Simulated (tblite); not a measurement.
Br₂Hg (SMILES [Br][Hg][Br]), singlet, at a GFN2-xTB geometry (such geometries of metal compounds can be far from the true shape); GFN1-xTB run with tblite.

tblite was given this input:
```
$ tblite run mol.xyz --method gfn1 --charge 0 --spin 0 --spin-polarized --json tblite.json --no-restart

# file mol.xyz
3

Hg     0.00000000     0.00000000     0.00000000
Br     0.00000000     0.00000000     2.42322459
Br    -0.00000000    -0.00000000    -2.42322459
```

Question: What does tblite print? Leave out banner, timings and long lists.

Answer: 
```
xTB calculator
 | screened Coulomb repulsion
 | Coulomb electrostatics
 |  * isotropic Klopman-Ohno-Mataga-Nishimoto electrostatics
 |  * onsite third-order electrostatics
 | DFT-D3(BJ) dispersion correction
 | Interactions (1)
 | [1] spin polarization

halogen bonding energy    0.0000000000000E+00 Eh
repulsion energy          1.3129833259515E-02 Eh
dispersion energy        -1.1149907568387E-03 Eh
interaction energy        0.0000000000000E+00 Eh
number of electrons       1.6000000000000E+01 e
integral cutoff           2.9931978625564E+01 bohr

------------------------------------------------------------
  cycle        total energy    energy error   density error
------------------------------------------------------------
      1     -8.626268847544  -8.6382837E+00   3.4900357E-01
      2     -8.697115376096  -7.0846529E-02   1.4526252E-01
      3     -8.697992517672  -8.7714158E-04   7.3843830E-02
      4     -8.698108693097  -1.1617543E-04   1.5899202E-03
      5     -8.698109205407  -5.1230935E-07   2.5813660E-04
      6     -8.698109216575  -1.1168504E-08   1.4487423E-05
------------------------------------------------------------

electronic energy        -8.7101240590780E+00 Eh
total energy             -8.6981092165753E+00 Eh

Post processing:
 | Mayer-Wiberg bond orders

[Info] JSON dump of results written to 'tblite.json'
```
